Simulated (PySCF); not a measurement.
Compound: C7H13OP.
Atom-mapped SMILES: `[CH3:1][C:2]1=[CH:3][P@:4]1(=[O:5])[C:6]([CH3:7])([CH3:8])[CH3:9]`

NICS is the negative of the GIAO shielding at a point without a nucleus: at the ring centre (0) and 1 Å above and below it (1); zz is the component along the ring normal. Level: GIAO PBE0/pcSseg-1 (PySCF, non-relativistic, gas phase) on the GFN2-xTB geometry, one conformer.

Ring bond lengths (Å), with Mayer bond orders in brackets: C2–C3 1.345 (1.57), C3–P4 1.800 (0.88), P4–C2 1.804 (0.83).

Problem. Give the NICS values of each ring in ppm.

Solution. 
```
    ring                                                     type  NICS(0)  NICS(1), two faces  NICS(1)zz, two faces  rms pucker (Å)  centre to ring atoms, mean (Å)
C2–C3–P4  3-membered ring with P; formal bonds 1 double, 2 single    -16.1        -6.9 / -10.0          -9.1 / -16.2            0.00                            0.95
```

Problem. What do they say, and how far can they be read as aromaticity?

Solution. 
- C2–C3–P4: mean NICS(1)zz -12.6 ppm, shielded. P4 has four or more neighbours; no verdict on aromaticity is drawn. The two faces differ by 7.1 ppm, so no symmetry operation interchanges them. NICS(0) lies 8 ppm below the mean NICS(1).

Problem. At the first NICS(1) probe listed for ring C2–C3–P4, 1 Å off the ring, how large is the induced field along the normal in 1 T applied along it?

Solution. NICSzz × B0 = -9.1 ppm × 1 T = -9 μT, against the applied field.

The values belong to the conformer `[CH3:1][C:2]1=[CH:3][P@:4]1(=[O:5])[C:6]([CH3:7])([CH3:8])[CH3:9]`: C3–P4–C6–C7 94°.
